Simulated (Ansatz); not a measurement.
Species: SnBrCl, charge 0, singlet. SnBrCl (SMILES [Cl][Sn][Br]).
B3LYP-D3(BJ)/def2-TZVP minimum from Ansatz (a program for electronic structure):
```xyz
3

Sn     0.3046     0.2235     0.8162
Cl     1.0828     1.9084    -0.6872
Br    -0.9610    -1.2462    -0.8323
```
Charge 0, spin multiplicity 1.

Atomisation energy term by term, kcal/mol (programs: Ansatz). UHF or UKS for unpaired electrons; spin-orbit terms are left out. Correlated methods leave the cores frozen (noble-gas shells, and filled d and f shells in the p block). Past Kr the def2 sets carry scalar-relativistic core potentials. CBS(X,Y): correlation extrapolated as X^-3, Hartree-Fock from the larger set. A bracket is a step between two methods taken in the basis named. Spin-orbit terms, left out, reach several kcal/mol for Br and I, and more for heavier atoms.

```tsv
term	basis	kcal/mol
Hartree-Fock	def2-QZVPP	119.63
CCSD correlation	CBS(def2-TZVPP,def2-QZVPP)	50.82
(T)	CBS(def2-TZVPP,def2-QZVPP)	6.54
CCSDT(Q) - CCSD(T)	def2-TZVPP	0.20
sum: De		177.2
```

The step beyond CCSD(T) by other levels: CCSDT(Q) in def2-SVP 0.56 kcal/mol.
